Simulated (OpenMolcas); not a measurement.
# Ne²⁺: effect of the active space

```
Program             : OpenMolcas
Method              : CASSCF or its RAS form
Basis               : ANO-RCC-VQZP
Scalar Hamiltonian  : DKH2, point nucleus
Spin-orbit coupling : RASSI with atomic mean-field integrals over the reference wave functions, term energies averaged over their components
```

A. 4 electrons in 3 orbitals (2p); 2S+1 = 3 even, 3 roots; 2S+1 = 1 even, 6 roots; cost about 2.7 core-seconds
B. 6 electrons in 4 orbitals (2s 2p); 2S+1 = 3 even, 3 roots; 2S+1 = 1 even, 6 roots; 2S+1 = 3 odd, 3 roots; 2S+1 = 1 odd, 3 roots; cost roughly 10 core-seconds
C. 6 electrons in 8 orbitals (2s 2p 3s 3p); 2S+1 = 3 even, 3 roots; 2S+1 = 1 even, 6 roots; 2S+1 = 3 odd, 3 roots; 2S+1 = 1 odd, 3 roots; cost about 30 core-seconds
D. 4 electrons in 9 orbitals (RAS2 2p; RAS3 3s 3d, at most 1 electron); 2S+1 = 3 even, 3 roots; 2S+1 = 1 even, 6 roots; 2S+1 = 5 odd, 1 root; 2S+1 = 3 odd, 1 root (0 in the spin-orbit step); cost about 21 core-seconds
E. 6 electrons in 9 orbitals (RAS2 2s 2p; RAS3 3d, at most 2 electrons); 2S+1 = 3 even, 3 roots; 2S+1 = 1 even, 6 roots; 2S+1 = 3 odd, 3 roots; 2S+1 = 1 odd, 3 roots; cost about 27 core-seconds

Energies in cm⁻¹ above 2s² 2p⁴ ³P₂, the measured ground level; measured values from Moore, Atomic Energy Levels, vol. I, NSRDS-NBS 35 (1971 reprint of NBS Circular 467, 1949).

```csv
Level,A,B,C,D,E,Measured
2s² 2p⁴ ³P₂,0.0,0.0,0.0,0.0,0.0,0.0
2s² 2p⁴ ³P₁,603,603,585,603,599,650
2s² 2p⁴ ³P₀,891,888,861,891,884,927
2s² 2p⁴ ¹D₂,27832,27831,27963,27832,27197,25841
2s² 2p⁴ ¹S₀,68886,52719,51542,68886,57803,55747
```

Deviations, from unrounded energies. A percentage is the sum of absolute deviations over the sum of measured energies, with the sign that they share, or ± where signs differ.

```
                        Against measurement  Levels      A     B     C      D     E
             mean absolute deviation (cm-1)       4   3800  1300  1600   3800   880
      fine structure of the ground term (%)       2   -5.2  -5.4  -8.3   -5.2  -6.0
other terms of the ground configuration (%)       2  +18.5  ±6.2  ±7.8  +18.5  +4.2
```

E lies closest to measurement on these levels and A furthest from it. The largest miss of E in the table is 2s² 2p⁴ ¹S₀, by +2100 cm-1. The ranking rests on the paired levels alone, and a cruder setting can come out closer through cancelling errors.

Among A to E the level of the table that moves most is 2s² 2p⁴ ¹S₀, by 17000 cm-1 (lowest in C, highest in A).

With the s shell closed, the reference lacks s² → p² mixing (holds for A; D). Active for correlation alone: 3p 3s; no level in the range computed is led by a configuration that fills them, so any true level of that kind is missing (holds for C). Active for correlation alone: 3d; no level in the range computed is led by a configuration that fills it, so any true level of that kind is missing (holds for E). Measured partners are found by configuration, term and J. A level has none where our copy of the source lacks it or the pairing is in doubt (some pairs that miss far off the trend of their configuration count as doubtful), and it then counts in no deviation. Levels of configurations outside the active space are missing. The table leaves out levels that lie high or whose names do not pair safely across all columns.
